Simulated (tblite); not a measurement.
Compound: C₇H₁₃FOSi.
Geometry (GFN2-xTB, Å), atoms numbered from 1 in this order:
```
atom  x, y, z in Å
C1    -2.1379    0.0933   -1.1040
C2    -1.1412    0.1803    0.0552
C3    -1.7707    0.9641    1.1688
O4    -1.4213    1.9537    1.7079
F5    -2.9307    0.3674    1.5942
C6    -0.7523   -1.2182    0.6121
C7     0.7687   -1.3155    0.4584
C8     1.2505    0.1349    0.4878
Si9    3.0321    0.3908   -0.1277
C10    0.1883    0.8395   -0.3540
H11   -2.3261    1.0837   -1.5148
H12   -1.7299   -0.5367   -1.8908
H13   -3.0825   -0.3314   -0.7706
H14   -1.2720   -2.0078    0.0708
H15   -1.0296   -1.3011    1.6644
H16    1.0159   -1.7686   -0.5037
H17    1.2187   -1.9209    1.2436
H18    1.1618    0.5014    1.5160
H19    3.9454   -0.3532    0.7404
H20    3.1250   -0.1223   -1.4981
H21    3.3487    1.8178   -0.1064
H22    0.3665    0.6612   -1.4157
H23    0.1679    1.9146   -0.1822
```

Computed values, GFN2-xTB/tblite, gas phase, harmonic and unscaled. Against measured fundamentals such values can be off by several per cent, at times by over 20. Modes of hydrogen on silicon can be 10 to 20 % off. One conformer, not necessarily the lowest.

Harmonic wavenumbers (cm⁻¹): 31.7, 40.2, 104.2, 115.0, 154.5, 190.1, 228.1, 247.5, 299.0, 325.3, 353.4, 417.2, 480.2, 534.9, 547.5, 561.5, 613.3, 697.8, 757.7, 773.7, 775.9, 783.5, 799.7, 848.4, 878.3, 937.4, 963.0, 977.7, 994.1, 1035.8, 1063.5, 1068.5, 1113.0, 1154.4, 1160.7, 1193.5, 1227.9, 1249.8, 1262.9, 1266.9, 1318.5, 1330.1, 1331.7, 1407.7, 1478.7, 1482.0, 1493.0, 1496.4, 1501.2, 1864.8, 2244.8, 2271.0, 2283.1, 2932.4, 2969.6, 2979.8, 2985.4, 3006.9, 3011.6, 3015.3, 3030.0, 3036.3, 3040.0.

A = 2114, B = 659.1, C = 614.0 MHz; mass 160.072 u (most abundant isotopes); point group C1, symmetry number 1.

Q: What is the zero-point energy?

A: Half the sum of the wavenumbers: 39869 cm⁻¹ = 113.99 kcal/mol.

Q: What is S at 298.15 K and 1 bar for an ideal gas of classical rigid rotors and harmonic oscillators?

A: Translation 41.15, rotation 30.31, vibration 36.46: S = 107.9 cal/(mol K).

Q: And Cp and H(298.15 K) − H(0)?

A: Cp = 45.71 cal/(mol K), of which vibrations give 37.76 (their classical limit is 63 R = 125.2); H(298.15 K) − H(0) = 7.97 kcal/mol without the zero-point energy, 5.60 from vibrations.

Q: How do the functions run with temperature in this model?

A: 
```json
{"T (K)": "150", "S (cal/(mol K))": "83.9", "Cp (cal/(mol K))": "26.8", "H − H(0) (kcal/mol)": "2.63", "G − H(0) (kcal/mol)": "-9.95", "ln q(vib)": "4.18"}
{"T (K)": "250", "S (cal/(mol K))": "100.4", "Cp (cal/(mol K))": "39.4", "H − H(0) (kcal/mol)": "5.92", "G − H(0) (kcal/mol)": "-19.19", "ln q(vib)": "7.36"}
{"T (K)": "400", "S (cal/(mol K))": "123.2", "Cp (cal/(mol K))": "58.5", "H − H(0) (kcal/mol)": "13.29", "G − H(0) (kcal/mol)": "-35.98", "ln q(vib)": "12.13"}
{"T (K)": "600", "S (cal/(mol K))": "150.8", "Cp (cal/(mol K))": "78.0", "H − H(0) (kcal/mol)": "27.07", "G − H(0) (kcal/mol)": "-63.43", "ln q(vib)": "18.44"}
{"T (K)": "900", "S (cal/(mol K))": "186.3", "Cp (cal/(mol K))": "96.6", "H − H(0) (kcal/mol)": "53.51", "G − H(0) (kcal/mol)": "-114.17", "ln q(vib)": "27.46"}
```

q(vib) and H(0) count from the zero-point level.

Q: What must be added to the electronic energy to get the Gibbs energy at 298.15 K and 1 bar?

A: ZPE + [H(298.15 K) − H(0)] − T·S = 113.99 + 7.97 − 32.17 = 89.79 kcal/mol.

Hindered rotation and anharmonicity are outside this model. Other conformers, if any are populated, would add a mixing term that is left out. The structure is chiral; the term R ln 2 for an equal mix with its mirror image is left out.

Hardware: one thread, Arm Neoverse V1 (aarch64), shared host. Cost: 1.2 s of wall time. This covers the Hessian and the dipole derivatives.
